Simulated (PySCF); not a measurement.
A structure optimised at PBE-D3(BJ)/def2-SVP, used in a PySCF frequency run:

```
C
H 1 1.1112
C 1 1.5221 2 110.01
H 3 1.1096 1 111.32 2 60.37
H 3 1.1097 4 107.99 1 -122.10
H 3 1.1116 4 107.25 5 -116.47
C 1 1.5267 2 109.62 3 -125.49
H 7 1.1093 1 111.89 2 -56.64
H 7 1.1103 8 108.10 1 122.63
H 7 1.1105 8 107.58 9 115.87
Se 1 2.0090 2 105.52 7 -114.40
N 11 1.8596 1 103.66 2 -66.40
H 12 1.0278 11 111.32 1 -62.64
H 12 1.0279 13 108.91 4 -68.71
```
Charge 0, spin multiplicity 1.

Problem. Write its SMILES and formula.

Solution. CC(C)[Se]N, C3H9NSe

Problem. What are its rotational constants (standard atomic weights)?

Solution. 4.9694, 2.2742, 1.6869 GHz
